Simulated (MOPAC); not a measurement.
MOPAC input (PM3):

```
PM3 FORCE THERMO(298,298) PRECISE LET UHF MS=0.5 GEO-OK AUX(PRECISION=9) THREADS=1
H3BNO2

N    -0.67269992 1    1.25327372 1    0.42266700 1
B    -0.00799422 1    0.02503971 1   -0.02816676 1
O    -0.82794165 1   -1.05048766 1   -0.31216699 1
O     1.37326322 1    0.02087829 1    0.01455133 1
H    -0.95149679 1    1.99895379 1   -0.14590512 1
H    -0.38541033 1   -1.87772494 1   -0.42265777 1
H     1.77845583 1   -0.82448830 1   -0.10178599 1
```

Output:

```
 *******************************************************************************
 **                                                                           **
 **                              MOPAC v23.2.5                                **
 **                                                                           **
 *******************************************************************************
 ** MOPAC's Digital Object Identifier: https://doi.org/10.5281/zenodo.6511958 **
 **                                                                           **
 ** Please cite the open-source release paper for use of this MOPAC version:  **
 ** J. E. Moussa and J. J. P. Stewart (2026)                                  **
 ** MOPAC: An open-source semiempirical molecular orbital program             **
 ** J. Open Source Softw., 11(119), 8025, https://doi.org/10.21105/joss.08025 **
 *******************************************************************************

                              PM3 CALCULATION RESULTS

 *******************************************************************************
 *  PM3        - The PM3 Hamiltonian to be used
 *  GEO-OK     - OVERRIDE INTERATOMIC DISTANCE AND OTHER SAFETY CHECKS
 *  UHF        - UNRESTRICTED HARTREE-FOCK CALCULATION
 *  MS=        - IN MECI, MAGNETIC COMPONENT OF SPIN =  0.5
 *  LET        - OVERRIDE SOME SAFETY CHECKS
 *  PRECISE    - TIGHTER CRITERIA TO BE USED
 *  FORCE      - FORCE CALCULATION SPECIFIED
 *  AUX        - OUTPUT AUXILIARY INFORMATION
 *  THERMO     - THERMODYNAMIC QUANTITIES TO BE CALCULATED
 *******************************************************************************
PM3 FORCE THERMO(298,298) PRECISE LET UHF MS=0.5 GEO-OK AUX(PRECISION=9) THREADS=1
 H3BNO2

   ATOM   CHEMICAL          X               Y               Z
  NUMBER   SYMBOL      (ANGSTROMS)     (ANGSTROMS)     (ANGSTROMS)

     1       N         -0.67269992  *   1.25327372  *   0.42266700  *
     2       B         -0.00799422  *   0.02503971  *  -0.02816676  *
     3       O         -0.82794165  *  -1.05048766  *  -0.31216699  *
     4       O          1.37326322  *   0.02087829  *   0.01455133  *
     5       H         -0.95149679  *   1.99895379  *  -0.14590512  *
     6       H         -0.38541033  *  -1.87772494  *  -0.42265777  *
     7       H          1.77845583  *  -0.82448830  *  -0.10178599  *

          CARTESIAN COORDINATES

    NO.       ATOM           X           Y           Z

     1         N         -0.6727      1.2533      0.4227
     2         B         -0.0080      0.0250     -0.0282
     3         O         -0.8279     -1.0505     -0.3122
     4         O          1.3733      0.0209      0.0146
     5         H         -0.9515      1.9990     -0.1459
     6         H         -0.3854     -1.8777     -0.4227
     7         H          1.7785     -0.8245     -0.1018

  H: (PM3): J. J. P. STEWART, J. COMP. CHEM. 10, 209 (1989).
  B: (PM3): J. J. P. STEWART, J. MOL. MOD., 10, 155-164 (2004)
  N: (PM3): J. J. P. STEWART, J. COMP. CHEM. 10, 209 (1989).
  O: (PM3): J. J. P. STEWART, J. COMP. CHEM. 10, 209 (1989).

           Empirical Formula: H3 N O2 B  =     7 atoms

      MOLECULAR POINT GROUP   :   Cs
[...]
 REDUCED MASS        0.4760         N 1 -- H 5          +9.7% ( 35.4%)     29.9%
 EFFECTIVE MASS      4.6387
 FORCE CONSTANT      0.2984

 VIBRATION         11    7A'         ATOM PAIR     ENERGY CONTRIBUTION    RADIAL
 FREQUENCY          1341.58         N 1 -- B 2         +31.0% ( 71.6%)     97.4%
 TRANSITION DIPOLE   1.3223         B 2 -- O 4         +28.3% ( 68.4%)     31.0%
 TRAVEL (Ang.)       0.1130         B 2 -- O 3         +28.3% ( 68.4%)     31.0%
 REDUCED MASS        3.9382         O 4 -- H 7          +5.2% ( 29.2%)     32.6%
 EFFECTIVE MASS      8.5583
 FORCE CONSTANT      4.1762

 VIBRATION         12    5A"         ATOM PAIR     ENERGY CONTRIBUTION    RADIAL
 FREQUENCY          1392.28         B 2 -- O 3         +35.7% ( 87.8%)     89.7%
 TRANSITION DIPOLE   5.3579         B 2 -- O 4         +35.7% ( 87.8%)     89.6%
 TRAVEL (Ang.)       0.0886         N 1 -- B 2         +24.1% ( 72.1%)      0.0%
 REDUCED MASS        6.1700         O 3 -- H 6          +2.2% ( 21.9%)     13.2%
 EFFECTIVE MASS     12.2680
 FORCE CONSTANT      7.0468

 VIBRATION         13    8A'         ATOM PAIR     ENERGY CONTRIBUTION    RADIAL
 FREQUENCY          3539.84         N 1 -- H 5         +99.4% (100.0%)    100.0%
 TRANSITION DIPOLE   0.3080         N 1 -- B 2          +0.6% (  7.7%)     39.2%
 TRAVEL (Ang.)       0.1423
 REDUCED MASS        0.9402
 EFFECTIVE MASS      1.4249
 FORCE CONSTANT      6.9413

 VIBRATION         14    6A"         ATOM PAIR     ENERGY CONTRIBUTION    RADIAL
 FREQUENCY          3909.84         O 3 -- H 6         +49.8% ( 70.7%)     99.9%
 TRANSITION DIPOLE   0.0846         O 4 -- H 7         +49.8% ( 70.7%)     99.9%
 TRAVEL (Ang.)       0.1907         B 2 -- O 4          +0.2% (  4.5%)     20.0%
 REDUCED MASS        0.4741         B 2 -- O 3          +0.2% (  4.5%)     20.0%
 EFFECTIVE MASS      1.3866
 FORCE CONSTANT      4.2703

 VIBRATION         15    9A'         ATOM PAIR     ENERGY CONTRIBUTION    RADIAL
 FREQUENCY          3910.42         O 4 -- H 7         +49.8% ( 70.7%)     99.9%
 TRANSITION DIPOLE   0.6001         O 3 -- H 6         +49.8% ( 70.7%)     99.9%
 TRAVEL (Ang.)       0.1907         B 2 -- O 3          +0.2% (  4.4%)     20.8%
 REDUCED MASS        0.4740         B 2 -- O 4          +0.2% (  4.4%)     20.8%
 EFFECTIVE MASS      1.3871
 FORCE CONSTANT      4.2705

      SYMMETRY NUMBER FOR POINT-GROUP Cs  =  1

          SYSTEM IS A GROUND STATE

 H3BNO2

          MOLECULE IS NOT LINEAR

          THERE ARE 15 GENUINE VIBRATIONS IN THIS SYSTEM
          THIS THERMODYNAMICS CALCULATION IS LIMITED TO
          MOLECULES WHICH HAVE NO INTERNAL ROTATIONS

                    CALCULATED THERMODYNAMIC PROPERTIES
                                          *
   TEMP. (K)   PARTITION FUNCTION   H.O.F.    ENTHALPY  HEAT CAPACITY ENTROPY
                                   KCAL/MOL   CAL/MOLE    CAL/K/MOL  CAL/K/MOL

 298.00  VIB.     0.2974D+01                  1334.0217    10.9104     6.6426
         ROT.     0.4055D+05                   888.2803     2.9808    24.0659
         INT.     0.1206D+06                  2222.3020    13.8912    30.7084
         TRA.     0.4475D+27                  1480.4672     4.9680    38.1851
         TOT.                     -133.425    3702.7692    18.8592    68.8935

   *: NOTE: HEATS OF FORMATION ARE RELATIVE TO THE
            ELEMENTS IN THEIR STANDARD STATE AT 298K
              (=  Standard Enthalpy of Formation).

            Hvib:  Zero-point energy is not included.
                   frequencies of less than zero cm-1 are not included.
            Hrot = (3/2)RT
            Htra = (3/2)RT + pV = (5/2)RT

            Heat capacity is Cp, not Cv

          For more information, see: HTTP://OpenMOPAC.net/Manual/thermochemistry.html

           FORCE CONSTANT IN CARTESIAN COORDINATES (Millidynes/A)

    ATOM   CHEMICAL       X               Y               Z
   NUMBER   SYMBOL  FORCE CONSTANT  FORCE CONSTANT  FORCE CONSTANT

      1       N        6.450272        0.523918        5.152916
      2       B        7.452786        8.895330        1.825539
      3       O        9.880583        5.461127        0.605613
      4       O        9.879473        5.422120        0.645730
      5       H        2.763197        0.069209        4.521481
      6       H        8.260189        0.600246        0.423731
      7       H        8.260134        0.601059        0.422973

 **********************
 *                    *
 * JOB ENDED NORMALLY *
 *                    *
 **********************

 == MOPAC DONE ==
```
